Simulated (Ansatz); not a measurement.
Reaction: SiNH3Cl (SMILES N[SiH]Cl, doublet) → SiNH3Cl (SMILES [NH][SiH2]Cl, doublet)
Each species at its own B3LYP-D3(BJ)/def2-TZVP minimum (Ansatz, an electronic-structure program), one conformer.

Total energies in hartree (Ansatz). Radicals and triplets start from unrestricted determinants; spin-orbit coupling is neglected. Cores are frozen in correlated methods. No relativity.

| species | HF/cc-pV(T+d)Z | CCSD(T)/cc-pV(T+d)Z | HF/cc-pV(Q+d)Z | CCSD(T)/cc-pV(Q+d)Z | CCSD(T)/cc-pV(D+d)Z | CCSDT(Q)/cc-pV(D+d)Z |
|---|---|---|---|---|---|---|
| 1: SiNH3Cl (SMILES N[SiH]Cl, doublet) | -804.73361 | -805.29520 | -804.74560 | -805.34915 | -805.11586 | -805.11778 |
| 2: SiNH3Cl (SMILES [NH][SiH2]Cl, doublet) | -804.71557 | -805.26022 | -804.72736 | -805.31340 | -805.08584 | -805.08772 |

### Question
Work out the isomerisation energy (electronic) in kcal/mol: take Hartree-Fock from cc-pV(Q+d)Z, extrapolate the CCSD(T) correlation energy as X^-3 (X = 3, 4), and add CCSDT(Q) - CCSD(T) in cc-pV(D+d)Z. 1 hartree = 627.51 kcal/mol.

### Answer

Species 1: correlation (64·(-0.60355) - 27·(-0.56159))/37 = -0.63417; step -0.00192; E1 = -804.74560 + (-0.63417) + (-0.00192) = -805.38169
Species 2: correlation (64·(-0.58604) - 27·(-0.54465))/37 = -0.61624; step -0.00188; E2 = -804.72736 + (-0.61624) + (-0.00188) = -805.34548
-1·E1 +1·E2 = 0.03621 hartree = 22.7 kcal/mol.
